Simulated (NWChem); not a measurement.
System: C4H4OS; SMILES Sc1ccco1

```xyz
10

S     -0.0409    -2.0042     0.0000
C     -0.1238    -0.2384     0.0000
C     -1.1870     0.6172     0.0000
C     -0.6244     1.9389     0.0000
C      0.7253     1.7860     0.0000
O      1.0505     0.4513     0.0000
H      1.3064    -2.0553     0.0000
H     -2.2333     0.3476     0.0000
H     -1.1656     2.8748     0.0000
H      1.5632     2.4653     0.0000
```
Atoms are numbered in this order, from 1.

This is a stationary point of B3LYP/6-31G* (spherical d) (NWChem), point group Cs. 

**Question.** Is it a minimum? If not, what does it relax to?

**Answer.** No. It has an imaginary frequency of 213i cm⁻¹. Following that mode (on a finer grid) lowers the energy by 2.0 kcal/mol and ends, with real frequencies alone, at point group C1:
```xyz
10

S      0.1886    -1.9399    -0.3768
C      0.0157    -0.2086    -0.1391
C     -1.0895     0.5774     0.0333
C     -0.6258     1.9311     0.0647
C      0.7265     1.8679    -0.0894
O      1.1377     0.5785    -0.2255
H      0.7420    -2.2469     0.8213
H     -2.1062     0.2248     0.1319
H     -1.2195     2.8258     0.1908
H      1.5083     2.6120    -0.1195
```
